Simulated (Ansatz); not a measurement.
Isolated molecules relaxed with PBE0-D4/def2-TZVP in Ansatz; ΔE leaves out vibrations. CBS: MP2 limit from def2 TZ/QZ plus the TZ coupled-cluster correction, frozen cores. This one scheme is used for every species. Functionals use def2-TZVPP. def2 core potentials past Kr. For Sn outer-core shells are correlated without core-valence functions, which leaves a few kJ/mol of doubt a bond. Each species was taken in one conformer, which may not be the lowest.

Consider the substitution at a C–Sn bond: `[CH3][SnH]([NH2])[F]` + `OCS` → `COCS` + `[NH2][SnH2][F]`.

```tsv
level	ΔE (kJ/mol)
B2PLYP	55.0
r2SCAN	52.4
PBE0	54.5
HF/def2-TZVPP	48.8
MP2/def2-TZVPP	64.8
CCSD(T)/def2-TZVPP	57.6
HF/def2-QZVPP	49.8
CCSD/CBS(def2)	65.7
```

Problem. What does CCSD(T)/CBS give? (An estimate is asked.)

Solution. Ansatz gave: +65.2 kJ/mol. The listed levels differ from it by -10.2, -12.8, -10.7, -16.4, -0.4, -7.6, -15.4, 0.5 kJ/mol.

Largest T1 diagnostic among the species: 0.013.

From PBE to PBE0 (25 % exact exchange), in def2-TZVPP and without D4, ΔE moves by +3.3 kJ/mol. In def2-TZVPP, CCSD(T) changes the Hartree–Fock value by +8.8 kJ/mol (the triples alone add −0.5 kJ/mol) and MP2 by +16.0 kJ/mol.
